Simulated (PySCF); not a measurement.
Al(Br)(OH)2 (AlBrH₂O₂), SMILES [OH][Al]([OH])[Br]. Atoms are numbered in the order given.

```xyz
6

Al     0.0000     0.0000    -0.9671
Br     0.0000     0.0000     1.2886
O      0.0000     1.4411    -1.8483
H      0.0000     2.3269    -1.4779
O      0.0000    -1.4411    -1.8483
H      0.0000    -2.3269    -1.4779
```
Charge 0, spin multiplicity 1.

Coordinates come from a r2SCAN-D4/def2-SVP optimisation. Other conformers were not sampled.

The numbers are results of r2SCAN-D4/def2-SVP (PySCF 2.14.0), not measurements.

Frequencies are harmonic and unscaled.

Computed normal modes with their intensities:
| mode | ν (cm⁻¹) | IR (km/mol) | Raman (Å⁴/amu) | depolarisation | moving atoms (share of kinetic energy) |
|---|---|---|---|---|---|
| 1 | 159 | 27.0 | 2.7 | 0.75 | O 51 %, Al 22 %, H 16 %, Br 11 % |
| 2 | 207 | 0.1 | 2.5 | 0.42 | O 66 %, Br 19 %, H 15 % |
| 3 | 246 | 43.2 | 0.1 | 0.75 | Al 69 %, O 26 % |
| 4 | 294 | 0.0 | 1.2 | 0.75 | H 86 %, O 14 % |
| 5 | 348 | 250.8 | 0.0 | – | H 93 % |
| 6 | 389 | 8.9 | 6.3 | 0.08 | Al 42 %, O 28 %, Br 24 % |
| 7 | 518 | 103.4 | 0.1 | 0.75 | H 76 %, O 24 % |
| 8 | 579 | 375.7 | 2.2 | 0.19 | H 77 %, O 15 % |
| 9 | 818 | 86.7 | 9.2 | 0.07 | O 63 %, Al 30 % |
| 10 | 979 | 111.7 | 1.6 | 0.75 | Al 50 %, O 42 % |
| 11 | 3952 | 244.0 | 0.9 | 0.75 | H 94 % |
| 12 | 3953 | 0.2 | 151.7 | 0.25 | H 94 % |
